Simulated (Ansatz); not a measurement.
Gas-phase electronic energies from Ansatz, PBE0-D4/def2-TZVP geometries. CCSD(T)/CBS adds triple-zeta CCSD(T) − MP2 to the extrapolated MP2 energy (def2 sets, frozen cores). Functionals use def2-TZVPP. One conformer a species, not always the lowest.

Reaction (isomerisation): `CBCOC` → `CBOCC`

```json
{"level": "PBE0-D4", "ΔE (kJ/mol)": "-191.1"}
{"level": "ωB97M-V", "ΔE (kJ/mol)": "-193.9"}
{"level": "B2PLYP", "ΔE (kJ/mol)": "-197.9"}
{"level": "MP2/def2-TZVPP", "ΔE (kJ/mol)": "-202.5"}
{"level": "CCSD/def2-TZVPP", "ΔE (kJ/mol)": "-197.7"}
{"level": "CCSD(T)/def2-TZVPP", "ΔE (kJ/mol)": "-198.4"}
{"level": "HF/def2-QZVPP", "ΔE (kJ/mol)": "-196.0"}
{"level": "SCS-MP2/def2-QZVPP", "ΔE (kJ/mol)": "-200.4"}
```

**Question.** What does CCSD(T)/CBS give? (Estimate.)

**Answer.** Ansatz gave: -198.4 kJ/mol. The listed levels differ from it by 7.3, 4.5, 0.5, -4.1, 0.7, 0.0, 2.4, -2.0 kJ/mol.

Largest T1 diagnostic among the species: 0.012.
